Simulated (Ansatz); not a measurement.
One change: `Br[SiH]1CO1` becomes `Cl[SiH2][SiH]1CO1`.

Ansatz, PBE0-D4/def2-TZVP geometries, multiplicity 1. Each molecule was computed in one conformer, which needn't be the lowest.

Scalar relativity is left out up to krypton.

| property | `Br[SiH]1CO1` |
| --- | --- |
| HOMO–LUMO gap (B3LYP/def2-TZVPP) / eV | 6.92 |
| HOMO–LUMO gap (PBE/def2-TZVPP) / eV | 5.24 |
| LUMO energy (PBE0/def2-TZVPP) / eV | -0.47 |
| LUMO energy (PBE/def2-TZVPP) / eV | -1.31 |
| LUMO energy (ωB97M-V/def2-TZVPP) / eV | 1.32 |
| HOMO–LUMO gap (PBE0/def2-TZVPP) / eV | 7.36 |

Problem. Give the same properties after the change, and the shifts. (Estimate.)

Solution. Ansatz gave: 
| property | `Cl[SiH2][SiH]1CO1` | shift |
| --- | --- | --- |
| HOMO–LUMO gap (B3LYP/def2-TZVPP) / eV | 5.93 | -0.99 |
| HOMO–LUMO gap (PBE/def2-TZVPP) / eV | 4.30 | -0.94 |
| LUMO energy (PBE0/def2-TZVPP) / eV | -1.38 | -0.91 |
| LUMO energy (PBE/def2-TZVPP) / eV | -2.19 | -0.88 |
| LUMO energy (ωB97M-V/def2-TZVPP) / eV | 0.42 | -0.90 |
| HOMO–LUMO gap (PBE0/def2-TZVPP) / eV | 6.32 | -1.04 |

With PBE0 the HOMO rises by 0.12 eV and the LUMO falls by 0.91 eV, so the gap narrows by about 1.03 eV. PBE moves the HOMO by 0.06 eV and ωB97M-V by 0.16 eV.

B3LYP here is the variant with VWN-RPA as its local correlation; programs differ in this.

Spin–orbit coupling is left out; it splits and shifts lone-pair levels of the heavy atoms by tenths of an eV.
